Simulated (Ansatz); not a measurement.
Compare A (`N[SiH]([SiH3])BF`) with its isomer B (`B[SiH2]N[SiH2]F`).

Program: Ansatz. Geometries: PBE0-D4/def2-TZVP. ΔE: electronic, gas phase. CBS: MP2 limit from def2 TZ/QZ plus the TZ coupled-cluster correction, frozen cores. DFT in def2-TZVPP. B3LYP here is the variant with VWN-RPA as its local correlation; programs differ in this. One conformer a species, not always the lowest.

Q: Which isomer does CCSD(T)/CBS put lower? Give the gap. (Best estimate.)

A: Ansatz gave: B, by 67.4 kJ/mol.

Q: Give E(B) − E(A) in kJ/mol with B3LYP, CCSD(T)/def2-TZVPP, B2PLYP, CCSD/def2-TZVPP, PBE-D4, MP2/def2-TZVPP, HF/def2-TZVPP. (Estimate.)

A: The calculation gave: B3LYP -50.3, CCSD(T)/def2-TZVPP -64.5, B2PLYP -61.8, CCSD/def2-TZVPP -65.8, PBE-D4 -33.4, MP2/def2-TZVPP -75.6, HF/def2-TZVPP -69.7. None reverses the order clearly.

Largest T1 diagnostic: 0.014.

The D4 term adds −5.7 kJ/mol with B3LYP and −2.6 kJ/mol with PBE0; it sums over pairs of atoms, weighted by their polarisabilities, and B3LYP, whose exchange is more repulsive, gets the larger term. From PBE to PBE0 (25 % exact exchange), in def2-TZVPP and without D4, E(B) − E(A) moves by −11.8 kJ/mol.
